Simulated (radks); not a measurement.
Values are calculated unless marked as measured or tabulated.
Question: Spin polarisation of the 2p5 shell in F. Start: [He] 2s2 2p(up 2.5, down 2.5); electrons of 2p are moved from spin down to spin up, other shells keep equal spins. Code: a radial shooting solver on a logarithmic mesh with Libxc functionals. Model: non-relativistic Kohn-Sham, PBE, spin-polarised, spherical densities, point nucleus. Estimate the energy gained and the exchange splitting at a moment of 1 Bohr magnetons.

Answer: At moment 1 the spin-polarisation energy is -0.407 eV and the 2p exchange splitting 1.629 eV, that is 1.629 eV per Bohr magneton; E = -I m^2/4 would give I = 1.628 eV.
